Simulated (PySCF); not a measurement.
Species: C₅H₃ClOS.
Z-matrix (Å and degrees, PBE0-D3(BJ)/def2-SVP geometry), rows numbered from 1:
```
O 
C   1  1.1891
Cl  2  1.7881  1  120.68
C   2  1.4567  1  126.32  3  -179.93
C   4  1.3810  2  130.49  1   179.41
C   5  1.4128  4  112.38  2  -179.68
C   6  1.3767  5  112.11  4    -0.04
S   7  1.7060  6  112.71  5     0.02
H   5  1.0897  4  122.33  2     0.26
H   6  1.0902  5  124.34  4   179.96
H   7  1.0900  6  127.46  5  -179.95
```

The closed-shell ground state was solved at several levels (PySCF, density fitting, gas phase, non-relativistic).

```csv
level,basis functions,HOMO (eV),LUMO (eV),gap (eV),dipole (D)
B3LYP/pcSseg-1,165,-7.55,-2.52,5.03,4.27
mPW1PW91/pcSseg-1,165,-7.83,-2.41,5.42,4.32
PBE/pcSseg-1,165,-6.76,-3.15,3.61,4.14
wB97X-D/pcSseg-1,165,-9.57,-0.72,8.85,4.31
HF/pcSseg-1,165,-9.84,1.12,10.96,4.71
```

Task: What might CAM-B3LYP/pcSseg-1 (165 basis functions) give for the same quantities?

Result: HOMO -8.97 eV, LUMO -1.29 eV, gap 7.68 eV, dipole 4.23 D.

Task: Over all these levels, which gives the widest orbital gap and which the narrowest?

Result: HF/pcSseg-1 (Hartree–Fock, all exact exchange) has the widest, 10.96 eV, and PBE/pcSseg-1 (GGA) the narrowest, 3.61 eV. From the narrowest to the widest the HOMO moves by -3.08 eV and the LUMO by +4.27 eV.

Task: In the pcSseg-1 basis, how does the gap go with the fixed share of exact exchange?

Result: PBE (0 %) 3.61 eV; B3LYP (20 %) 5.03 eV; mPW1PW91 (25 %) 5.42 eV; HF (100 %) 10.96 eV. Each rise in the share widens the gap here.

Task: How far do the dipole and the HOMO energy spread over the levels?

Result: The dipole runs from 4.14 to 4.71 D (mean 4.33 D) and the HOMO from -9.84 to -6.76 eV.

One conformer stands for the species.
